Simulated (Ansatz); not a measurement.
Cost and result up the ladder for Al₆O₁₅H₁₂, a hydroxylated oxide cluster (33 atoms). The state is a singlet with charge 0. Geometry: PBE-D4/def2-SVP.

| atom | x (Å) | y (Å) | z (Å) |
| --- | --- | --- | --- |
| Al1 | -0.594 | -0.831 | -1.447 |
| Al2 | 1.259 | 0.477 | 1.140 |
| Al3 | -1.369 | 2.046 | -0.491 |
| Al4 | 1.311 | -2.173 | 0.703 |
| Al5 | -1.278 | -1.377 | 1.575 |
| Al6 | 1.402 | 1.427 | -2.023 |
| O7 | -1.355 | -2.380 | -1.703 |
| O8 | -1.949 | 0.414 | -1.071 |
| O9 | 1.450 | -3.344 | -0.569 |
| O10 | -2.725 | -1.552 | 0.591 |
| O11 | -1.406 | -0.363 | 2.953 |
| O12 | -0.081 | -2.807 | 1.798 |
| O13 | 0.014 | -0.843 | 0.323 |
| O14 | -0.256 | 1.736 | 0.884 |
| O15 | -2.508 | 3.293 | -0.208 |
| O16 | 2.122 | 1.328 | -0.303 |
| O17 | -0.090 | 2.524 | -1.733 |
| O18 | 0.644 | -0.084 | -2.371 |
| O19 | 2.581 | 2.224 | -2.992 |
| O20 | 1.098 | 0.994 | 2.841 |
| O21 | 2.382 | -0.950 | 1.275 |
| H22 | -0.721 | -3.124 | -1.682 |
| H23 | -2.517 | -0.133 | -0.422 |
| H24 | 2.217 | -3.308 | -1.164 |
| H25 | -2.587 | -2.169 | -0.170 |
| H26 | -0.579 | 0.113 | 3.208 |
| H27 | -0.082 | -3.504 | 2.473 |
| H28 | -0.459 | 2.028 | 1.795 |
| H29 | -3.428 | 3.279 | -0.508 |
| H30 | 3.034 | 0.974 | -0.327 |
| H31 | 0.027 | 3.483 | -1.863 |
| H32 | 2.679 | 2.017 | -3.933 |
| H33 | 1.764 | 0.583 | 3.420 |

Ansatz on 2 threads of AMD EPYC 7R13 on a shared host and a share (18 GiB) of an NVIDIA H100 80GB HBM3. Times are rough, and most runs start from the orbitals of an earlier one. PBE0-D4/def2-TZVP serves as the yardstick here, not as an exact answer. Differences are given only for rows in sets of like size (and for xTB, whose basis is part of the method), since another set adds its own error. Binding counts from free atoms at the same level (Al doublet, O triplet, H doublet; other spins of the atoms weren't run), without zero-point energy or a counterpoise term.

B3LYP takes the VWN-RPA correlation. Correlated methods freeze 45 core orbitals. The rows differ in basis, and correlated rows in double-zeta sets carry the largest basis error. Single mean-field runs in def2-TZVP are fitted with def2-universal-jkfit.

Correlated methods converge slowly with the basis, most of all in double-zeta sets.

```
                            level  functions  wall time  binding energy per atom (eV)  difference from PBE0-D4/def2-TZVP (eV)
                   B3LYP-D4/6-31G        237        6 s                          4.16                                       –
                         HF/6-31G        237      6.5 s                          2.81                                       –
                     MP2/def2-SVP        378      7.5 s                          4.48                                       –
                 PBE0-D4/def2-SVP        378        9 s                          4.52                                       –
                 PBE-D4/def2-TZVP        759      9.6 s                          4.61                                    0.13
                  PBE-D4/def2-SVP        378       11 s                          4.65                                       –
 B3LYP-D4/def2-TZVP (with forces)        759       11 s                          4.52                                    0.04
                PBE0-D4/def2-TZVP        759       12 s                          4.48                                    0.00
r2SCAN-D4/def2-TZVP (with forces)        759       12 s                          4.59                                    0.11
            LDA (SPW92)/def2-TZVP        759       14 s                          5.25                                    0.77
```
